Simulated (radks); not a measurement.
Polarisability of the potassium ion K6+, [Ne] 3s2 3p1, at imaginary frequency. Method: non-relativistic Kohn-Sham, PBE, spin-polarised, spherical densities, point nucleus; open shells are filled with parallel spins first; computed with a radial shooting solver on a logarithmic mesh with Libxc functionals. Response by self-consistent Sternheimer equations with the Hartree and adiabatic LDA kernel.

w (hartree),alpha1(iw) (bohr^3)
0.00266,1.670
0.0143,1.669
0.0360,1.667
0.0697,1.661
0.118,1.645
0.186,1.611
0.280,1.543
0.413,1.421
0.605,1.222
0.892,0.9475
1.35,0.6374
2.12,0.3638
3.59,0.1762
6.94,0.07219
17.5,0.02109

Static values: alpha1 = 1.670 bohr^3 (0.2474 angstrom^3; uncoupled 2.805). C6 = 2.227, triple-dipole C9 = 2.678 atomic units. One-pole (London) frequency 4 C6 / (3 alpha1^2) = 1.065 hartree, against 3.989 for minus the highest occupied eigenvalue.
